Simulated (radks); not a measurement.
Problem. All-electron atom: the selenium ion Se4+ in [Ar] 3d10 4s2 (the NIST ground configuration). All-electron calculation, scalar-relativistic Kohn-Sham, PBEsol, spin-polarised, spherical densities, finite nucleus; Fermi nuclear charge, rms radius 4.14 fm. Program: a radial shooting solver on a logarithmic mesh with Libxc functionals. Some entries of the table are withheld. Estimate them.

| orbital | occ. | eigenvalue (hartree) | r(max) (bohr) | <1/r> (bohr^-1) |
|---|---|---|---|---|
| 1s | 2 | -461.1310 | 0.02881 | 34.54 |
| 2s | 2 | (1) | 0.1646 | 7.628 |
| 2p | 6 | -53.83825 | 0.1317 | (2) |
| 3s | 2 | -9.72088 | 0.5024 | 2.489 |
| 3p | 6 | (3) | 0.5002 | 2.338 |
| 3d | 10 | -3.83373 | (4) | 2.044 |
| 4s | 2 | (5) | 1.420 | 0.8375 |

Solution. 
(1) 2s eigenvalue (hartree): -60.92677
(2) 2p <1/r> (bohr^-1): 7.473
(3) 3p eigenvalue (hartree): -7.50261
(4) 3d r(max) (bohr): 0.4516
(5) 4s eigenvalue (hartree): -2.26922
